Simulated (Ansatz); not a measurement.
Abridged output of a molecular run in Ansatz:

```
Functional definition: HF
902 factors; integrals over basis functions are off by at most 1.1e-3 eV
mean field evaluation 1: about -70943.1187 eV, gradient 1.5e1 eV
mean field evaluation 2: about -70943.1236 eV, gradient 1.5e1 eV
mean field evaluation 4: about -70944.2512 eV, gradient 2.6e0 eV
mean field evaluation 8: about -70944.2727 eV, gradient 2.4e-4 eV
mean field -70944.27269091 eV, -2607.1539336357 hartree, gradient 1.6e-6 eV, S^2 0.000000; 0 other end points of the search recorded, 0 dependent functions left out
19 core orbitals not correlated: weight in the atoms' cores, before any rotation towards them, 1.000 or more for the frozen orbitals, at most 0.000 for the correlated occupied ones
reference -70944.27269091 eV, -2607.1539336357 hartree; 14, 14 occupied and 60, 60 virtual orbitals, 902 factors
second order -12.63739454 eV of doubles, -0.00000000 eV of singles
cycle   1  -13.06328819 eV  change   -4.3e-1 eV  update   1.0e-1
cycle   2  -13.60642377 eV  change   -5.4e-1 eV  update   3.4e-2
cycle   3  -13.68444768 eV  change   -7.8e-2 eV  update   1.5e-2
cycle   4  -13.68214433 eV  change    2.3e-3 eV  update   3.8e-3
cycle   5  -13.68140729 eV  change    7.4e-4 eV  update   1.4e-3
cycle   6  -13.68097353 eV  change    4.3e-4 eV  update   5.1e-4
cycle   7  -13.68086573 eV  change    1.1e-4 eV  update   1.7e-4
cycle   8  -13.68090738 eV  change   -4.2e-5 eV  update   5.7e-5
cycle   9  -13.68091747 eV  change   -1.0e-5 eV  update   1.7e-5
perturbative correction -0.48492072 eV, -0.0178205076 hartree
Total energy: -70958.43852910 eV, -2607.6745185872 hartree
```

Its atoms:

```xyz
8

P    -0.7605    0.0099    0.9443
P    -0.1519    1.2954   -0.7811
Ga    0.7037   -0.8956   -0.9677
H    -0.5010    0.8394    2.0550
H    -2.1655    0.1344    0.8971
H     0.9976    1.7359   -0.0685
H    -0.2530   -1.9165   -1.6662
H     2.1306   -1.2029   -0.4129
```

**Question.** Which basis set was used?
A. def2-TZVPPD
B. def2-QZVPP
C. def2-TZVPP
D. def2-SVP

**Answer.** D. It gives 93 functions.

**Question.** Write the keys of the input that set method, charge and spin (a neutral closed shell needs none for the last two).

**Answer.** 
```yaml
correlation: {method: ccsd_t}
```
